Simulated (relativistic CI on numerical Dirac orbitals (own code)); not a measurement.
# d1 to d9 in one octahedral field

Computed with a parametric ligand-field model without spin-orbit coupling, by exact diagonalisation: B = 400, C = 1550, 10Dq = 38700 cm⁻¹ (Oh; |10Dq|/B = 96.8) for every shell. Energies in cm⁻¹; the field energy is (0.6 n_e − 0.4 n_t2) × 10Dq of the ground term; g labels are left out. So small a B with so large a field is typical of 4d and 5d ions, where spin-orbit coupling, left out here, reaches 1,000 to 4,000 cm⁻¹.

| Shell | Ground term | Electrons in e | Field energy | First spin-allowed bands | Lowest term of other spin |
| --- | --- | --- | --- | --- | --- |
| d1 | 2T2 | 0.000 | -15480 | 2E 38700 |  |
| d2 | 3T1 | 0.003 | -30837 | 3T2 37636, 3T1 42571 | 1T2 5586 |
| d3 | 4A2 | 0.000 | -46440 | 4T2 38700, 4T1 43337 | 2E 7965 |
| d4 | 3T1 | 0.005 | -61725 | 3E 37042, 3T1 37414 | 1T2 5040 |
| d5 | 2T2 | 0.010 | -77004 | 2A2 36346, 2T1 36493 | 4T1 30880 |
| d6 | ? | ? | ? | ? | ? |
| d7 | 2E | 1.005 | -69478 | 2T1 37340, 2T2 37752 | 4T1 30973 |
| d8 | 3A2 | 2.000 | -46440 | 3T2 38700, 3T1 43337 | 1E 6275 |
| d9 | 2E | 3.000 | -23220 | 2T2 38700 |  |

Q: Fill in the row of d6.

A: Ground term: 1A1; Electrons in e: 0.008; Field energy: -92577; First spin-allowed bands: 1T1 37412, 1T2 43454; Lowest term of other spin: 3T1 34193. Low spin: d4, d5, d6, d7; the other shells keep the spin of the free ion. Only d4 to d7 can choose; the field needed to pair spins is smallest for d6 and largest for d5, which loses most exchange energy. In the strong-field picture 10Dq must exceed about 6B + 5C = 10150 (d4), 7.5B + 5C = 10750 (d5), 2.5B + 4C = 7200 (d6) and 4B + 4C = 7800 (d7); mixing of terms shifts these bounds somewhat.
